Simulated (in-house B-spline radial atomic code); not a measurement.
# RPA and G0W0 on r2SCAN: Ba VI (Ba5+)

Configuration [Kr] 4d10 5s2 5p3, highest spin, mean-field start r2SCAN. Computed with an all-electron radial atomic-structure program (B-spline basis): all electrons, scalar-relativistic (spin-free one-electron X2C), finite nucleus, each spin shell either full or empty, empty states to l = 9 with an (l + 1/2)⁻⁴ tail; G0W0 by contour deformation at full frequency.

Spin-orbit coupling, left out, splits p levels strongly here.

Command:
```bash
python run_gw.py task.json out
```
Settings (radii: box in bohr, nucleus in fm):
```
Z                        56
electrons                51
configuration            [Kr] 4d10 5s2 5p3
hamiltonian              x2c
method                   r2scan
lmax                     9
rms_radius               4.8378
spin_polarised           True
box_radius               10.43
intervals                67
```

Cost of the run: 5.1 s on 1 thread of Intel(R) Xeon(R) Platinum 8375C CPU @ 2.90GHz, with other jobs on the host.

Energies (hartree):

| term | value |
| --- | --- |
| mean-field total | -8129.01606 |
| Hartree-Fock functional on these orbitals | -8126.05502 |
| direct second order | -4.6401 |
| second-order exchange | 1.2695 |
| SOSEX correction | 1.1875 |

Q: What is the RPA correlation energy, and what remains with SOSEX?

A: RPA gives -4.0907 hartree (-2.18 eV per electron); RPA + SOSEX gives -2.9032, and the second-order doubles -3.3706 hartree (no singles). RPA lacks exchange-type terms and so overcorrelates at short range.

Quasi-particle levels (eV):

```tsv
level	occupied	mean field	Σx - vxc	Σc	QP weight	G0W0
5p up	yes	-68.29	-5.42	?	?	?
5s down	yes	-80.96	-3.71	-3.05	0.957	-87.72
4d down	yes	-144.91	-12.69	1.77	0.899	-155.83
5p down	no	-63.43	7.15	-2.88	0.947	-59.17
```

G0W0 = mean field + (Σx - vxc) + Σc, with Σc (partial-wave tail included) taken at the quasi-particle energy. Only the outer levels were computed. Levels of low weight are left out.

Q: Where does G0W0 put 5p up?

A: At -74.42 eV, with Σc = -0.71 eV and a quasi-particle weight of 0.946. The tabulated removal energy is 71 ± 2 eV (NIST, tabulated theory); the calculation leaves out spin-orbit coupling, Breit and QED terms, and what these don't explain is the method's own error.
